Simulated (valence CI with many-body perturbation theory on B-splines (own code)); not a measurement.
Values are calculated unless marked as measured or tabulated.
# I XXXIX: what the settings do

Level of theory: valence CI with perturbative core correlation (CI+MBPT): five valence electrons over a frozen Dirac-Fock core [Ne], a basis of 6 s, 6 p, 5 d, 3 f, 1 g functions for each j, with the one-electron correlation potential Σ1, the two-electron term Σ2, the three-electron term Σ3, Breit, model QED; selected CI, second order for the rest, scaled by the run's own slope (own B-spline code, finite nucleus).

The last digits are not significant, and no measured levels were compared; by estimate large intervals hold to a few tenths of a per cent, small ones and those within an open d or f shell to about a per cent. Among the levels kept, up to 1200 cm⁻¹ of a level comes from second order outside the variational space, and about a tenth of that is noise between levels of different J, which matters for small intervals.

The reference run has the lowest level (3s^2 3p1/2^2 3p3/2) J=3/2 and an ionisation energy of 2682.04 eV. Its largest variational space holds 10001 state functions.

Levels are named by their leading jj configuration (3d3/2^4 stands for four electrons in 3d with j = 3/2), which in mixed levels can hold well under half, so a name can repeat and another be missing. Letters in brackets count levels of one name in rising energy.

Changed runs:
A. Breit term on → off
B. size limit of the variational space 10000 → 3000; second order for the rest on → off
C. QED terms on → off
D. start configuration 3s2 3p3 → 3s5 (bad on purpose)

Excitation energies of the reference run in cm⁻¹, and shifts in cm⁻¹:

| Level | Reference | A | B | C |
| --- | --- | --- | --- | --- |
| (3s^2 3p1/2 3p3/2^2) J=3/2 | 521260 | +8127 | -8.6 | -1023 |
| (3s^2 3p1/2 3p3/2^2) J=5/2 | 585632 | +9748 | +523 | -1023 |
| (3s^2 3p1/2 3p3/2^2) J=1/2 | 664767 | +7879 | -96 | -996 |
| (3s^2 3p1/2^2 3d3/2) J=3/2 | 1192270 | +3240 | +3160 | +1691 |
| (3s^2 3p3/2^3) J=3/2 | 1194480 | +16628 | +41 | -1955 |
| (3s 3p1/2^2 3p3/2^2) J=5/2 | 1299680 | +4040 | +2486 | +6003 |
| (3s^2 3p1/2^2 3d5/2) J=5/2 | 1442330 | +6632 | +3125 | +3646 |
| (3s 3p1/2^2 3p3/2^2) J=1/2 | 1515810 | +1025 | +819 | +8213 |
| (3s 3p1/2^2 3p3/2^2) J=3/2 | 1525930 | +2835 | +2450 | +7071 |
| (3s^2 3p1/2 3p3/2 3d3/2) J=5/2 [a] | 1712710 | +13060 | +3308 | +432 |
| (3s^2 3p1/2 3p3/2 3d3/2) J=3/2 [a] | 1717900 | +11735 | +2960 | +972 |
| (3s^2 3p1/2 3p3/2 3d3/2) J=1/2 [a] | 1723570 | +11013 | +1819 | +549 |
| Ionisation energy (eV) | 2682.04 | +1.61 | -0.13 | +0.07 |

Run D: It gave no result: a shell was given more electrons than it holds. The program said: "a valence shell holds more than 4l+2 electrons".
